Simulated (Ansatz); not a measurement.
Calculated with Ansatz (gas phase, PBE0-D4/def2-TZVP geometries, no zero-point term in ΔE). CCSD(T)/CBS is the MP2 limit (def2-TZVPP, def2-QZVPP) plus CCSD(T) − MP2 in def2-TZVPP, frozen cores. This one scheme is used for every species. DFT in def2-TZVPP. Elements past krypton have def2 core potentials. For Se, Sn outer-core shells are correlated without core-valence functions, which leaves a few kJ/mol of doubt a bond. Scalar relativity is left out up to krypton. One conformer a species, not always the lowest.

`NB[SeH]` + `[SH][SnH3]` → `[SH][SnH2][SeH]` + `BN`  (formal exchange of groups at the Se–B bond)

| level | ΔE (eV) |
| --- | --- |
| BLYP-D4 | -0.27 |
| BHLYP | -0.25 |
| MP2/def2-SVP | -0.18 |
| HF/def2-QZVPP | -0.28 |

Task: What does CCSD(T)/CBS give? (An estimate is asked.)

Result: Ansatz gave: -0.27 eV. The listed levels differ from it by 0.00, 0.02, 0.09, -0.01 eV.

Task: What do rigid-rotor, harmonic-oscillator terms from PBE0-D4/def2-TZVP frequencies (298.15 K, 1 bar) make of the CCSD(T)/CBS value? (Estimate.)

Result: Computed: ΔZPE = +0.03 eV, ΔH = -0.21 eV, ΔS = 8 J/(mol·K), ΔG = -0.24 eV. Modes under 50 cm⁻¹ make the entropy rough.

Largest T1 diagnostic among the species: 0.012.

In def2-TZVPP, CCSD(T) changes the Hartree–Fock value by +0.10 eV (the triples alone add +0.00 eV) and MP2 by +0.07 eV. Leaving LDA and LC-ωPBE aside and taking each functional with its dispersion term where it has one, the values, not all of them listed here, spread over 0.18 eV, from BHLYP-D4 to B97M-V. LDA lies +0.10 eV from PBE without D4.
